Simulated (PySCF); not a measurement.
All values below come from PBE0-D3(BJ)/def2-TZVP run with PySCF. All species are isolated molecules in the gas phase. One relaxed conformer stands for a flexible species; it need not be the lowest. 

Reference species (SMILES): `C[SiH2][SiH2]C` (C–Si–Si–C torsion 180°) (neutral, multiplicity 1).

- HOMO = -7.70 eV
- HOMO–LUMO gap = 7.75 eV

Changed species: `C[SiH2]C[SiH3]` (C–Si–C–Si torsion 61°).

### Question
What does the change do to the HOMO and HOMO–LUMO gap?

### Answer
the HOMO decreases by 0.87 eV, to -8.57 eV; the HOMO–LUMO gap increases by 1.36 eV, to 9.11 eV.
